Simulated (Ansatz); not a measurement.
Consider the ligand exchange at a B–N bond: `CNBN` + `N=CO` → `N=COBN` + CH₃NH₂.

Gas-phase electronic energies from Ansatz, PBE0-D4/def2-TZVP geometries. CCSD(T)/CBS is the MP2 limit (def2-TZVPP, def2-QZVPP) plus CCSD(T) − MP2 in def2-TZVPP, frozen cores. This one scheme is used for every species. DFT in def2-TZVPP. Each species was taken in one conformer, which may not be the lowest.

`CNBN`:

```xyz
11

C    -0.118    0.574   -1.633
N    -0.445    0.033   -0.339
B     0.460   -0.168    0.719
N     0.076   -0.705    1.967
H    -0.327   -0.133   -2.443
H    -0.665    1.500   -1.845
H     0.947    0.805   -1.662
H    -1.417   -0.209   -0.227
H     1.611    0.130    0.552
H    -0.859   -0.986    2.204
H     0.737   -0.841    2.708
```

`N=CO`:

Cartesian coordinates in Å:
```
N 0.417 0.636 -0.705
C 0.019 0.007 0.309
O -0.752 -1.080 0.214
H 0.989 1.432 -0.444
H 0.227 0.237 1.356
H -0.901 -1.232 -0.731
```

`N=COBN`:

```xyz
10

N     1.289   -0.223   -0.915
C     0.417    0.650   -1.180
O    -0.676    0.878   -0.452
B    -1.054    0.207    0.719
N    -0.313   -0.815    1.287
H     2.024   -0.206   -1.615
H     0.448    1.327   -2.039
H    -2.080    0.587    1.200
H     0.551   -1.123    0.868
H    -0.606   -1.280    2.127
```

CH₃NH₂:

```xyz
7

C     0.495   -0.270   -0.072
N    -0.895    0.120    0.090
H     1.222    0.554   -0.045
H     0.616   -0.790   -1.025
H     0.766   -0.979    0.714
H    -1.171    0.769   -0.636
H    -1.032    0.595    0.973
```

```csv
level,ΔE (kcal/mol),difference from CCSD(T)/CBS
CAM-B3LYP-D4,-1.5,0.4
r2SCANh,-0.8,1.1
BHLYP,-1.7,0.2
CAM-B3LYP,-1.2,0.7
CCSD/def2-SVP,-2.1,-0.2
CCSD(T)/def2-SVP,-2.4,-0.5
MP2/def2-TZVPP,-1.4,0.5
CCSD(T)/def2-TZVPP,-2.0,-0.1
MP2/CBS(def2),-1.3,0.6
CCSD/CBS(def2),-1.8,0.1
CCSD(T)/CBS,-1.9,0
```

Largest T1 diagnostic among the species: 0.014.

From BLYP to BHLYP (50 % exact exchange), in def2-TZVPP and without D4, ΔE moves by −1.0 kcal/mol. Leaving LDA and LC-ωPBE aside and taking each functional with its dispersion term where it has one, the values, not all of them listed here, spread over 2.0 kcal/mol, from BHLYP-D4 to PBE-D4.
